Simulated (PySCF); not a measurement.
C3H7NSi2.
Cartesian coordinates in Å at the PBE0-D3(BJ)/def2-SVP level; atoms count from 1:
```xyz
13
C3H7NSi2 angstrom
N     -2.330    1.000   -0.754
C     -2.642    0.142    0.129
Si    -1.421   -0.902    1.148
C      0.249   -0.441    0.543
C      1.324   -0.087    0.075
Si     2.944    0.436   -0.623
H     -1.306    1.056   -0.855
H     -3.724   -0.003    0.320
H     -1.548   -0.592    2.603
H     -1.659   -2.361    0.943
H      3.775    1.033    0.461
H      2.706    1.447   -1.693
H      3.635   -0.752   -1.198
```

Level of theory: TDDFT B3LYP/def2-SVPD, vertical, gas phase, core orbitals frozen in the response (PySCF 2.14.0, density-fitted response routines).

Task: List the vertical singlet excitations with oscillator strengths and describe the spectrum.

Result: 

```json
{"state": "S1", "λ (nm)": "286.3", "E (eV)": "4.33", "f": "0.0000", "main configurations (H = HOMO, L = LUMO)": "H→L (88%), H→L+2 (11%)"}
{"state": "S2", "λ (nm)": "236.9", "E (eV)": "5.23", "f": "0.034", "main configurations (H = HOMO, L = LUMO)": "H→L+1 (98%)"}
{"state": "S3", "λ (nm)": "233.0", "E (eV)": "5.32", "f": "0.0013", "main configurations (H = HOMO, L = LUMO)": "H→L+2 (84%), H→L (10%)"}
{"state": "S4", "λ (nm)": "225.4", "E (eV)": "5.50", "f": "0.0001", "main configurations (H = HOMO, L = LUMO)": "H-1→L+1 (78%), H-2→L+2 (8%)"}
{"state": "S5", "λ (nm)": "218.1", "E (eV)": "5.68", "f": "0.0029", "main configurations (H = HOMO, L = LUMO)": "H-2→L+1 (44%), H-1→L (31%), H-1→L+2 (22%)"}
{"state": "S6", "λ (nm)": "217.2", "E (eV)": "5.71", "f": "0.0001", "main configurations (H = HOMO, L = LUMO)": "H-2→L (45%), H-2→L+2 (34%), H-1→L+1 (18%)"}
```

The lowest singlet lies at 4.33 eV (286 nm, ultraviolet) and is dark (f under 0.0005); its leading configuration is HOMO→LUMO (88%). The strongest level in the table is S2 at 5.23 eV (237 nm, f = 0.034). Löwdin shares by element: HOMO nitrogen 52%, carbon 19% or more, silicon 10% or more, hydrogen 7% or more; LUMO carbon 33% or more, nitrogen 30%, silicon 13% or more (atoms not listed hold the other 24%). Weighted by f, the mean energy of these states is 5.27 eV. The listed states span 1.38 eV, and the widest gap between neighbours is 0.90 eV (S1 to S2). Orbital energies (eV): HOMO-3 -9.21, HOMO-2 -8.29, HOMO-1 -8.17, HOMO -7.17, LUMO -1.40, LUMO+1 -1.16, LUMO+2 -0.95. The window holds the lowest 6 singlets.

The run took 20 s of wall time (with the writing of density and orbital grids) on Intel Xeon 6975P-C, one thread (shared host), and the process peaked at 0.71 GiB of memory.

One conformer stands for the species.
